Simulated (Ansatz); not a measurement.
Consider the redistribution: `CC[SiH2]S` + `C=C[SiH2][SiH2]F` → `CC[SiH2][SiH2]F` + `C=C[SiH2]S`.

Isolated molecules relaxed with PBE0-D4/def2-TZVP in Ansatz; ΔE leaves out vibrations. CCSD(T)/CBS is the MP2 limit (def2-TZVPP, def2-QZVPP) plus CCSD(T) − MP2 in def2-TZVPP, frozen cores. Functionals use def2-TZVPP. B3LYP here is the variant with VWN-RPA as its local correlation; programs differ in this. Each species was taken in one conformer, which may not be the lowest.

Is it downhill or uphill in electronic energy at CCSD(T)/CBS, and by how much? (Estimate.)

Computed: Nearly level: ΔE = -0.3 kcal/mol.

What do these levels give: r2SCAN-D4, PBE0-D4, B2PLYP, PBE, r2SCAN, PBE0, B3LYP, HF/def2-TZVPP, MP2/def2-TZVPP, SCS-MP2/def2-TZVPP, MP2/def2-QZVPP, MP2/CBS(def2)? (Estimate.)

Ansatz gave: r2SCAN-D4 -0.2, PBE0-D4 -0.3, B2PLYP -0.3, PBE -0.3, r2SCAN -0.2, PBE0 -0.3, B3LYP -0.3, HF/def2-TZVPP -0.3, MP2/def2-TZVPP -0.4, SCS-MP2/def2-TZVPP -0.3, MP2/def2-QZVPP -0.3, MP2/CBS(def2) -0.3 kcal/mol.

Largest T1 diagnostic among the species: 0.012.
